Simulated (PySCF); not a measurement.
HOSc. Atoms are numbered in the order given.

```xyz
3

Sc     0.0000     0.0000     0.5698
O      0.0000     0.0000    -1.2223
H      0.0000     0.0000    -2.1877
```

Geometry optimised at PBE-D3(BJ)/def2-TZVP. The spin state was assumed, not searched.

Calculation: PBE/pcSseg-2 (PySCF).

GIAO shieldings, no solvent; atoms alike by connectivity are averaged. δ = σ(ref) − σ: ¹⁷O against H2O (σ = 327.5 ppm); ¹H against TMS (σ = 31.47 ppm), references at their B3LYP-D3(BJ)/def2-TZVP geometries, non-relativistic.

Problem. Estimate the chemical shifts. (An estimate is asked for; the answer gives what the named calculation found.)

Solution. 
| nucleus | atoms | count | δ (ppm) |
|---|---|---|---|
| ¹⁷O | O2 | 1 | 302.0 |
| ¹H | H3 | 1 | 1.12 |
